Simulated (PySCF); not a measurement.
The same groups moved round the core (butadiene silyl). Isolated molecules, 0 K electronic values unless said otherwise. One relaxed conformer stands for each flexible species; it need not be the lowest. Strings in code marks are SMILES.

Calculation: PySCF with PBE-D3(BJ)/def2-TZVP. Delta-SCF ions had no search for a lower state. Excitations are Tamm–Dancoff values on a coarser integration grid. The basis has no diffuse functions, so Rydberg states are missing or too high.

| species | vertical ionisation energy (Delta-SCF) (eV) | S1–T1 gap (TDA) (eV) | S1 oscillator strength |
|---|---|---|---|
| `C=C(C=C)[SiH3]` (C–C–C–Si torsion 0°) | 8.88 | (withheld) | 0.001 |
| `C=C/C=C/[SiH3]` (C–C–C–C torsion 180°) | (withheld) | 2.60 | 1.04 |
| `C=C/C=C\[SiH3]` (C–C–C–C torsion 180°) | 8.75 | 2.46 | 0.619 |

Question: What belongs in the gaps?

Answer: 
- `C=C(C=C)[SiH3]` (C–C–C–Si torsion 0°), S1–T1 gap (TDA) (eV): 2.39
- `C=C/C=C/[SiH3]` (C–C–C–C torsion 180°), vertical ionisation energy (Delta-SCF) (eV): 8.70
